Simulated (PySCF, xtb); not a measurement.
C2H4NO, SMILES CC([NH])=O, multiplicity 2. One conformer was computed; it need not be the lowest.

Harmonic wavenumbers (cm⁻¹) from GFN2-xTB (xtb) at its own minimum, in rising order: 76, 390, 478, 494, 627, 904, 993, 1008, 1046, 1362, 1437, 1438, 1511, 1521, 3031, 3037, 3072, 3413.

Task: What does PySCF 2.14.0 with PBE-D3(BJ)/def2-SVP give at its own minimum? (The exact figures need the calculation; the answer reports its results.)

Result: 73, 398, 482, 521, 546, 867, 923, 978, 1001, 1309, 1353, 1388, 1427, 1526, 2987, 3078, 3103, 3398. Paired by order, the mean absolute difference is 40 cm⁻¹ and the zero-point energies are 36.9 and 36.3 kcal/mol.
